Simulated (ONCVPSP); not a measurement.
selenium: one change to an ONCV potential, before and after

- Element: Se
- Generator: ONCVPSP 4.0.1
- Type: optimised norm-conserving Vanderbilt (ONCV)
- Functional: PBE
- Relativity: scalar-relativistic
- Frozen core: [Ne]
- Valence charge: 24
- Reference configuration: 3s2 3p6 3d10 4s1.5 4p4.5
- Partial waves: 3s+4s: rc 0.85 bohr, ncon 4, nbas 8, qcut 12.7 1/bohr, 2 projectors; 3p+4p: rc 1.05 bohr, ncon 4, nbas 8, qcut 12.6 1/bohr, 3 projectors, debl 3.7 Ha; 3d: rc 1.20 bohr, ncon 4, nbas 9, qcut 14.6 1/bohr, 3 projectors, debl 3.5 Ha
- Local potential: polynomial inside 0.75 bohr (lpopt 5, dvloc0 0 Ha)
- Core correction: Teter function fitted to the true core (icmod 2), fcfact 0.55

All-electron outer shells of the reference configuration (PBE, scalar-relativistic, ld1.x):

| shell | level (eV) | outermost node (bohr) | outermost maximum (bohr) |
| --- | --- | --- | --- |
| 2s | -1608.01 | 0.06 | 0.17 |
| 2p | -1414.43 | – | 0.13 |
| 3s | -214.34 | 0.24 | 0.50 |
| 3p | -153.80 | 0.21 | 0.50 |
| 3d | -53.93 | – | 0.45 |
| 4s | -17.71 | 0.70 | 1.51 |
| 4p | -6.82 | 0.74 | 1.80 |

Change: all radii but the core radius scaled by about 1.15 (s 0.98, p 1.20, d 1.38 bohr); local potential polynomial inside 0.86 bohr (lpopt 5, dvloc0 0 Ha).

Cutoffs: the cutoffs (Ha) at which the residual kinetic energy of the hardest occupied pseudo-wave falls to 1 and 0.1 mHa per electron; they do not see the model core or the augmentation charge, which bear on the density cutoff. Errors are all-electron minus pseudo energies relative to the spin-unpolarised reference configuration.

Problem. What does the change do?

Solution. The potential gets softer (82 Ha and 91 Ha → 73 Ha and 82 Ha); of the 4 tests that both files solve, the error grows in 0 and shrinks in 2 by more than 15 % and 0.3 meV (median size 2.4 → 0.5 meV); neither file shows a bound ghost. A larger radius leaves more room for a smooth pseudo-wave, so fewer plane waves are needed.

| quantity | base | changed |
| --- | --- | --- |
| cutoff, loose | 82 Ha | 73 Ha |
| cutoff, tight | 91 Ha | 82 Ha |
| loose cutoff by channel | s 69 Ha, p 62 Ha, d 82 Ha | s 58 Ha, p 57 Ha, d 73 Ha |
| bound ghosts | none | none |
| GHOST(+) flags under 300 eV | none | none |
| error for 3s2 3p6 3d10 4s2 4p4, meV [ΔE -5.41 eV] | -0.2 | +0.1 |
| error for 3s2 3p6 3d10 4s2 4p3, meV [ΔE 5.43 eV] | -1.2 | +0.3 |
| error for 3s2 3p6 3d10 4s2 4p2, meV [ΔE 25.78 eV] | -3.5 | -0.6 |
| error for 3s2 3p5 3d10 4s2 4p4, meV [ΔE 158.93 eV] | -220 | -187 |
| rms error of d²Exc/dni dnj with the model core, mHa | 1.22 | 1.03 |
